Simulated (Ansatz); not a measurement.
Gas-phase electronic energies from Ansatz, PBE0-D4/def2-TZVP geometries. CBS: MP2 limit from def2 TZ/QZ plus the TZ coupled-cluster correction, frozen cores. DFT in def2-TZVPP. Elements past krypton have def2 core potentials. For In outer-core shells are correlated without core-valence functions, which leaves a few kJ/mol of doubt a bond. One conformer a species, not always the lowest.

Consider the substitution at a C–C bond: `CNC(C)N` + `[OH][In]([OH])[OH]` → `C[O][In]([OH])[OH]` + `CNCN`.

```
             level  ΔE (kJ/mol)
            r2SCAN         73.6
              PBE0         72.5
SCS-MP2/def2-TZVPP         76.8
SCS-MP2/def2-QZVPP         78.3
```

(1) What does CCSD(T)/CBS give? (Estimate.)

Largest T1 diagnostic among the species: 0.017.

## Answers

(1) Computed: +79.4 kJ/mol. The listed levels differ from it by -5.8, -6.9, -2.6, -1.1 kJ/mol.

From PBE to PBE0 (25 % exact exchange), in def2-TZVPP and without D4, ΔE moves by +3.9 kJ/mol. The D4 term adds +3.5 kJ/mol with B3LYP and +1.9 kJ/mol with PBE0; it sums over pairs of atoms, weighted by their polarisabilities, and B3LYP, whose exchange is more repulsive, gets the larger term.

B3LYP here is the variant with VWN-RPA as its local correlation; programs differ in this.
